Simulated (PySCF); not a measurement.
propa-1,2-dienylcyclopropane (C₆H₈), SMILES C1(C=C=C)CC1.

Geometry: PBE0-D3(BJ)/def2-SVP. Other conformers were not sampled.

These are TDA-CAM-B3LYP/def2-SVPD (PySCF) values and carry that method's errors.

Vertical excitations. Gas-phase values at a fixed geometry. State labels are in the subgroup Cs.

```
state  symmetry  energy (eV)  λ (nm)      f                                                main pairs
-----  --------  -----------  ------  -----  --------------------------------------------------------
S1           A"         5.47     227  0.000                          HOMO→LUMO 75 %, HOMO→LUMO+2 13 %
S2           A"         6.35     195  0.000                                        HOMO−1→LUMO+1 85 %
S3           A"         6.80     182  0.010                          HOMO→LUMO+2 73 %, HOMO→LUMO 14 %
S4           A'         7.22     172  0.541                                          HOMO→LUMO+1 87 %
S5           A"         7.23     171  0.004                                          HOMO→LUMO+4 88 %
S6           A'         7.36     168  0.166  HOMO−1→LUMO+2 45 %, HOMO−1→LUMO 27 %, HOMO−1→LUMO+3 20 %
S7           A"         7.39     168  0.013                                          HOMO→LUMO+3 85 %
S8           A'         7.77     160  0.257    HOMO→LUMO+5 45 %, HOMO−1→LUMO 29 %, HOMO−1→LUMO+2 19 %
S9           A'         7.98     155  0.630    HOMO→LUMO+5 45 %, HOMO−1→LUMO 27 %, HOMO−1→LUMO+2 12 %
S10          A"         8.29     150  0.013                                          HOMO→LUMO+6 86 %
T1           A'         4.39     282      0      HOMO→LUMO+1 65 %, HOMO−1→LUMO 10 %, HOMO→LUMO+5 10 %
T2           A'         4.71     263      0    HOMO−1→LUMO 53 %, HOMO−1→LUMO+2 14 %, HOMO→LUMO+1 13 %
T3           A"         5.12     242      0                          HOMO→LUMO 72 %, HOMO→LUMO+2 15 %
T4           A"         6.00     207      0                                        HOMO−1→LUMO+1 85 %
```
Triplets are in the Tamm–Dancoff approximation.
